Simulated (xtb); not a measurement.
Cl₂Sb, doublet, at a GFN2-xTB geometry (the spin is typed, not shown lowest). Base run: GFN2-xTB run with xtb.

Input for xtb:
```
$ xtb mol.xyz --gfn 2 --uhf 1 --json

# file mol.xyz
3

Sb     0.40500205    -0.02305416     0.49689672
Cl     0.72554758     0.35536175    -1.81698212
Cl    -1.94055374    -0.28619928     0.32629196
```

Variants of this job, named by their change:

| change | ΔE vs base (mEh) | dipole (D) | SCF cycles |
|---|---|---|---|
| base | 0.000 | 3.05 | 13 |
| file = coord | 0.000 | 3.05 | 13 |
| etemp = 5000 | -5.508 | 2.90 | 11 |
| alpb = ch2cl2 | -8.403 | 3.28 | 13 |
| acc = 0.1 | 0.000 | 3.05 | 14 |
| etemp = 10000 | -46.894 | 2.42 | 12 |

ALPB and GBSA are two models with their own fitted parameters for each solvent, which aren't always the measured dielectric constant.
